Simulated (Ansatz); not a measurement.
Stepwise reaction of `[NH2][Al]([Br])[Br]` with hydrogen, as a gas-phase model of exchange steps in deposition or etching. ΔE in kJ/mol; ΔG adds harmonic PBE0-D4 terms to CCSD(T)/CBS, at 1 bar.

Computed with Ansatz on PBE0-D4/def2-TZVP structures; ΔE is electronic, products minus reactants. CBS: MP2 limit from def2 TZ/QZ plus the TZ coupled-cluster correction, frozen cores. This one scheme is used for every species. Functionals use def2-TZVPP. B3LYP here is the variant with VWN-RPA as its local correlation; programs differ in this. For Br outer-core shells are correlated without core-valence functions, which leaves a few kJ/mol of doubt a bond. Scalar relativity is left out up to krypton. One conformer a species, not always the lowest.

```tsv
step	reaction	PBE-D4	B3LYP-D4	ωB97M-V	CCSD(T)/CBS	ΔG(400 K)
1	`[NH2][Al]([Br])[Br]` + H₂ → `[NH2][AlH][Br]` + HBr	135.1	136.4	136.9	142.2	132.0
2	`[NH2][AlH][Br]` + H₂ → `[NH2][AlH2]` + HBr	145.3	146.1	148.2	151.9	146.6
```

Q: By hand: ΔE of the 2 steps together at CCSD(T)/CBS.

A: (142.2) + (151.9) = 294.1 kJ/mol, or 147.1 kJ/mol a step.

In ΔE each step is higher than the one before. All are uphill at CCSD(T)/CBS. ΔG lies between 132.0 and 146.6 kJ/mol a step. PBE-D4 differs from CCSD(T)/CBS by -7.1 to -6.6 kJ/mol a step. Isolated molecules leave out the surface, adducts and barriers. Largest T1 diagnostic: 0.011.
